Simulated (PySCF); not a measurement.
C2H6Si, SMILES C=C[SiH3]. Coordinates come from a B3LYP-D3(BJ)/def2-TZVP optimisation.

Computed equilibrium geometry at B3LYP-D3(BJ)/def2-TZVP (PySCF confirms it by a frequency run) as bond lengths and angles, and its point group:
point group Cs.
Atoms: Si1 C2 C3 H4 H5 H6 H7 H8 H9. Bond lengths (Å): Si1–C2 1.863, Si1–H4 1.484, Si1–H5 1.482, Si1–H6 1.484, C2–C3 1.332, C2–H7 1.088, C3–H8 1.085, C3–H9 1.085. Angles (°): C2–Si1–H4 110.7, C2–Si1–H5 109.1, C2–Si1–H6 110.7, H4–Si1–H5 109.3, H4–Si1–H6 107.5, H5–Si1–H6 109.3, Si1–C2–C3 123.6, Si1–C2–H7 118.4, C3–C2–H7 117.9, C2–C3–H8 122.3, C2–C3–H9 121.8, H8–C3–H9 115.9.
